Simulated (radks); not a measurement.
Task: Numerical settings for the bismuth ion Bi21+, [Kr] 4d10 4f14 5s2. All-electron calculation, scalar-relativistic Kohn-Sham, PBE, spin-polarised, spherical densities, finite nucleus; Fermi nuclear charge, rms radius 5.5211 fm. Program: a radial shooting solver on a logarithmic mesh with Libxc functionals. The defaults (mesh step 0.008 in ln r, mesh end at 40 bohr or more with all orbitals vanishing there, Anderson mixing 0.5 over 9 steps, residual threshold near 1e-9 with the energy settled to 1e-9 hartree or 1e-11 of itself, here a cap of 67 iterations) give E = -21355.452 hartree and 5s at -601.27 eV in 14 iterations. Run on one thread of a shared host, so times are rough (Arm Neoverse N1): 0.3 s of CPU time, 0.3 s wall, 14 iterations on 2189 mesh points. One setting is changed at a time: mesh step in ln r 0.12; mesh step in ln r 0.005; mesh step in ln r 0.2; mesh end (bohr) 400; mesh end (bohr) 2; residual threshold 1e-16; residual threshold 0.01; mixing 2.5; linear mixing, mixing 0.8; linear mixing, mixing 0.05; mixing history 2; iteration cap 5. Which runs fail to converge, and which converge to a wrong energy?

Result: Not converged within the cap: mesh step in ln r 0.12; mesh step in ln r 0.2; residual threshold 1e-16; linear mixing, mixing 0.05; iteration cap 5. Settings that end as converged yet miss the energy by more than 1 mhartree: mesh end (bohr) 2 (+0.00283 hartree).
